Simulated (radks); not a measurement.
Results of a calculation; reference values are marked as such.
Coulomb parameter of the 5d shell of the iridium ion Ir+ in the model configuration [Xe] 4f14 5d6 6s1 6p1, as a second difference U = [E(n + 0.5) + E(n - 0.5) - 2 E(n)] / (0.5)^2 with all orbitals relaxed. "Bare": the charge of the atom changes with n. "Screened": the 6p shell takes up the change at fixed total charge, which measures U(5d,5d) + U(6p,6p) - 2 U(5d,6p). Code: a radial shooting solver on a logarithmic mesh with Libxc functionals. Model: Dirac Kohn-Sham, PBE, spin-unpolarised, spherical densities, point nucleus; open shells are shared between the two j in proportion to 2j + 1.

| case | configuration | E - E(n) (eV) |
|---|---|---|
| start | [Xe] 4f14 5d6 6s1 6p1 | 0.000 |
| bare +0.5 | [Xe] 4f14 5d6.5 6s1 6p1 | -8.148 |
| bare -0.5 | [Xe] 4f14 5d5.5 6s1 6p1 | 10.894 |
| screened +0.5 | [Xe] 4f14 5d6.5 6s1 6p0.5 | -4.853 |
| screened -0.5 | [Xe] 4f14 5d5.5 6s1 6p1.5 | 5.422 |

U(bare) = 10.982 eV, U(screened by 6p) = 2.277 eV, against the Slater integral F0(5d,5d) = 15.145 eV with frozen orbitals.
